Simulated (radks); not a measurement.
Values are calculated unless marked as measured or tabulated.
The oxygen anion O2-, [Ne], held by a Watson sphere: a shell of charge +2 at radius R that stands for the Madelung well of a crystal (potential energy -2/R inside, -2/r outside, in hartree with lengths in bohr). Code: a radial shooting solver on a logarithmic mesh with Libxc functionals. Model: scalar-relativistic Kohn-Sham, LDA (Slater exchange, Perdew-Wang correlation), spin-polarised, spherical densities, finite nucleus; Fermi nuclear charge, rms radius of each element as measured or else 0.836 A^(1/3) + 0.57 fm. Response by self-consistent Sternheimer equations with the Hartree and adiabatic LDA kernel, the relativistic mass of each level held fixed and spin-orbit coupling left out. The sphere does not respond.

| R (bohr) | e(1s) (eV) | e(2s) (eV) | e(2p) (eV) | <r> 2p (bohr) | sum of <r^2> (bohr^2) | X-ray form factor at sin(theta)/lambda = 0.2 1/angstrom | alpha (bohr^3) |
|---|---|---|---|---|---|---|---|
| 1.84 | -504.64 | -22.663 | -8.472 | 1.452 | 20.61 | 6.180 | 12.49 |
| 1.91 | -504.65 | -22.326 | -8.207 | 1.469 | 21.10 | 6.139 | 13.40 |
| 2.76 | -504.08 | -19.249 | -5.580 | 1.655 | 27.07 | 5.818 | 30.45 |
| 3.09 | -503.74 | -18.458 | -4.829 | 1.719 | 29.45 | 5.756 | 41.23 |
| 3.24 | -503.58 | -18.152 | -4.529 | 1.747 | 30.56 | 5.735 | 47.18 |
| 3.33 | -503.49 | -17.983 | -4.360 | 1.763 | 31.23 | 5.725 | 51.12 |
